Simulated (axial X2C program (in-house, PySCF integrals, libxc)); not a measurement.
What spin–orbit coupling does to SiSe

All values were computed with an in-house relativistic program for diatomic molecules. Spin-free means the one-electron spin-free X2C Hamiltonian; two-component (2c) means X2C with spin–orbit coupling and atomic mean-field two-electron Coulomb and Gaunt terms, so the difference of the two also holds small scalar two-electron terms. Basis: Se dyall-cv3z [8s9p6d4f1g], Si dyall-v3z [8s7p2d1f] (cores contracted in-house); Gaussian nuclei, density fitting, unrestricted open shells. Masses: Se 79.917 u, Si 27.977 u.

Spin-free state: M_S = 0, Λ = 0 (closed shell); fragments Se + Si.

```tsv
level	Re (Å)	ωe (cm⁻¹)	De (eV)	μ (D)
PBE0	2.062	590.0	5.444	1.37
HF	2.043	629.6	3.184	1.93
MP2	2.075	581.1	5.464	n/a
CCSD	2.067	594.8	5.030	n/a
CCSD(T)	2.081	571.5	5.312	n/a
LDA	2.066	570.0	6.591	1.23
```

Correlated methods: 10 electrons correlated (number of frozen shells: Se 3 s, 2 p, 1 d; Si 2 s, 1 p), 184 virtual spin orbitals or spinors in MP2, 88 natural virtuals in coupled cluster.

Dipoles are positive if Si is the positive end.

Two-component determinant lowest at the distance of the search:

Ω = 0 (closed shell); fragments Se + Si.

```json
{"level": "PBE0", "Re (Å)": "2.063", "ωe (cm⁻¹)": "589.1", "De (eV)": "5.384", "μ (D)": "1.36"}
{"level": "HF", "Re (Å)": "2.044", "ωe (cm⁻¹)": "628.4", "De (eV)": "n/a", "μ (D)": "1.92"}
{"level": "MP2", "Re (Å)": "2.076", "ωe (cm⁻¹)": "580.7", "De (eV)": "5.351", "μ (D)": "n/a"}
{"level": "CCSD", "Re (Å)": "2.068", "ωe (cm⁻¹)": "593.8", "De (eV)": "4.914", "μ (D)": "n/a"}
{"level": "CCSD(T)", "Re (Å)": "2.082", "ωe (cm⁻¹)": "570.8", "De (eV)": "5.192", "μ (D)": "n/a"}
{"level": "LDA", "Re (Å)": "2.067", "ωe (cm⁻¹)": "569.2", "De (eV)": "6.459", "μ (D)": "1.22"}
```

Question: From the two tables, how do the constants change at the CCSD(T) level (2c against spin-free)?

Answer: At the CCSD(T) level Re rises by 0.001 Å and ωe drops by 0.7 cm⁻¹; De is not compared, since the atomic limits differ or miss part of their spin–orbit lowering.

The state is one determinant whose occupation by symmetry is held fixed; it was picked as the lowest of a PBE0 search that is not exhaustive. Closed shells are restricted here (equal orbitals for both partners); the stretched side of such a curve lies too high. De is counted from the lowest determinant-based energies of the atoms at the same level, without counterpoise correction. De is not given where an atomic determinant may have missed its ground term or J level, or where the truncated virtual space spoils (T). Coupled cluster ran in a truncated set of natural virtual spinors; the MP2 energy of the rest was added. (T) has no such correction and the atoms are truncated less, which lowers De at CCSD(T) by a hundredth of an eV or more. In 2c an atomic determinant is not the ground J level, so De misses part of the atomic spin–orbit lowering. This holds for PBE0, MP2, CCSD, CCSD(T), LDA. The functionals have no current-density term, which raises determinants with orbital currents, atoms included.
